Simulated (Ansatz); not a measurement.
Geometry optimisation, RKS r2SCAN/def2-SVP (Ansatz 0.2.0).

input.yaml

```yaml
crystal:
  periodic: [false, false, false]
  atoms:
    - { symbol: B, position_ang: [0.0, 0.0, 0.0] }
    - { symbol: Cl, position_ang: [0.0, 0.0, 1.86] }
    - { symbol: Cl, position_ang: [1.6108, 0.0, -0.93] }
    - { symbol: F, position_ang: [-1.1431, 0.0, -0.66] }
basis:
  gaussian: { orbitals: def2-SVP }
hamiltonian:
  xc: r2scan
relax:
  f_tol: 0.02
  max_steps: 40
```

Launched with:

```bash
$ ansatz run input.yaml --threads 1 --pin off --max-ram 2048MiB --backend cpu --events-out ev --progress --plain --runs-dir out
```

Question: Where does it end, and by what steps?

Answer: The run converged. After 4 steps the energy has fallen by 0.287 eV; Cl2 moved furthest, 0.09 Å.

```
step  energy less start (eV)  largest force component (eV/Å)  accepted
   0                  0.0000                           2.304       yes
   1                 -0.2309                           1.113       yes
   2                 -0.2849                           0.267       yes
   3                 -0.2869                           0.121       yes
   4                 -0.2871                           0.001       yes
```

```xyz
4
Properties=species:S:1:pos:R:3
B 0.032 0.000 0.018
Cl 0.009 0.000 1.766
Cl 1.533 0.000 -0.875
F -1.106 0.000 -0.639
```

Run time: 14 s on 1 thread of Intel(R) Xeon(R) Platinum 8259CL CPU @ 2.50GHz (Skylake/Cascade Lake) (shared host), peak memory 0.14 GiB.
